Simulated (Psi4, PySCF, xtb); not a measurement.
Torsional profile of SMILES [SiH2]([SiH2]O[SiH3])O. Scanned: dihedral H6–O1–Si2–Si3; all other coordinates were relaxed at GFN2-xTB. Points at φ and −φ are mirror images. Heavy atoms are numbered in the order of the SMILES O[SiH2][SiH2]O[SiH3], hydrogens after them in the order of the atoms that carry them; the mirror image has the same energies with the sign of each dihedral reversed.

Methods: RHF/STO-3G = restricted Hartree-Fock/STO-3G // GFN2-xTB in PySCF 2.14.0; RHF/3-21G = PySCF with restricted Hartree-Fock/3-21G // GFN2-xTB; GFN1-xTB // GFN2-xTB (xtb); MP2/cc-pVTZ = Psi4 1.11 with DF-MP2 (frozen core)/cc-pVTZ // GFN2-xTB.

Energies relative to the lowest point of each profile, in eV; the last columns give the difference from MP2:

| φ / ° | RHF/STO-3G | RHF/3-21G | GFN1-xTB | MP2/cc-pVTZ | RHF/STO-3G − MP2/cc-pVTZ | RHF/3-21G − MP2/cc-pVTZ | GFN1-xTB − MP2/cc-pVTZ |
|---|---|---|---|---|---|---|---|
| -160 | 0.013 | 0.005 | 0.048 | 0.004 | 0.009 | 0.000 | 0.044 |
| -140 | 0.042 | 0.018 | 0.050 | 0.016 | 0.026 | 0.003 | 0.035 |
| -120 | 0.058 | 0.037 | 0.051 | 0.024 | 0.034 | 0.013 | 0.027 |
| -100 | 0.051 | 0.054 | 0.046 | 0.024 | 0.027 | 0.030 | 0.022 |
| -80 | 0.043 | 0.064 | 0.033 | 0.022 | 0.022 | 0.043 | 0.012 |
| -60 | 0.059 | 0.069 | 0.013 | 0.025 | 0.034 | 0.044 | -0.012 |
| -40 | 0.079 | 0.080 | 0.009 | 0.035 | 0.044 | 0.046 | -0.026 |
| -20 | 0.109 | 0.087 | 0.006 | 0.047 | 0.063 | 0.041 | -0.041 |
| 0 | 0.130 | 0.087 | 0.000 | 0.053 | 0.077 | 0.034 | -0.053 |
| 20 | 0.109 | 0.087 | 0.006 | 0.047 | 0.063 | 0.041 | -0.041 |
| 40 | 0.079 | 0.080 | 0.009 | 0.035 | 0.044 | 0.046 | -0.026 |
| 60 | 0.059 | 0.069 | 0.013 | 0.025 | 0.034 | 0.044 | -0.012 |
| 80 | 0.043 | 0.064 | 0.033 | 0.022 | 0.022 | 0.043 | 0.012 |
| 100 | 0.051 | 0.054 | 0.046 | 0.024 | 0.027 | 0.030 | 0.022 |
| 120 | 0.058 | 0.037 | 0.051 | 0.024 | 0.034 | 0.013 | 0.027 |
| 140 | 0.042 | 0.018 | 0.050 | 0.016 | 0.026 | 0.003 | 0.035 |
| 160 | 0.013 | 0.005 | 0.048 | 0.004 | 0.009 | 0.000 | 0.044 |
| 180 | 0.000 | 0.000 | 0.047 | 0.000 | 0.000 | 0.000 | 0.047 |

RHF/STO-3G is furthest from MP2/cc-pVTZ at 0 (0.077 eV, above); its mean absolute difference over the points is 0.033 eV.

RHF/3-21G is furthest from MP2/cc-pVTZ at -40 (0.046 eV, above); its mean absolute difference over the points is 0.026 eV.

GFN1-xTB is furthest from MP2/cc-pVTZ at 0 (-0.053 eV, below); its mean absolute difference over the points is 0.030 eV.
